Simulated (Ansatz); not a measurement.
Consider the redistribution: `C[O][SnH]([F])[O]C` + `[F][Zr]([SH])([Cl])[Cl]` → `C[O][SnH]([SH])[O]C` + `[F][Zr]([F])([Cl])[Cl]`.

Gas-phase electronic energies from Ansatz, PBE0-D4/def2-TZVP geometries. CCSD(T)/CBS adds triple-zeta CCSD(T) − MP2 to the extrapolated MP2 energy (def2 sets, frozen cores). Functionals use def2-TZVPP. Elements past krypton have def2 core potentials. For Sn, Zr outer-core shells are correlated without core-valence functions, which leaves a few kJ/mol of doubt a bond. One conformer a species, not always the lowest.

**Question.** Is it downhill or uphill in electronic energy at CCSD(T)/CBS, and by how much? (Best estimate.)

**Answer.** Ansatz gave: Downhill: ΔE = -87.7 kJ/mol.

**Question.** What do these levels give: PBE0-D4, B2PLYP, PBE0, HF/def2-TZVPP, SCS-MP2/def2-TZVPP, CCSD/def2-TZVPP, CCSD(T)/def2-TZVPP, HF/def2-QZVPP, MP2/def2-QZVPP, SCS-MP2/def2-QZVPP, MP2/CBS(def2), CCSD/CBS(def2)? (Best estimate.)

**Answer.** The calculation gave: PBE0-D4 -92.9, B2PLYP -88.3, PBE0 -91.5, HF/def2-TZVPP -88.7, SCS-MP2/def2-TZVPP -88.1, CCSD/def2-TZVPP -90.4, CCSD(T)/def2-TZVPP -88.8, HF/def2-QZVPP -87.0, MP2/def2-QZVPP -87.5, SCS-MP2/def2-QZVPP -87.0, MP2/CBS(def2) -87.7, CCSD/CBS(def2) -89.3 kJ/mol.

Largest T1 diagnostic among the species: 0.017.
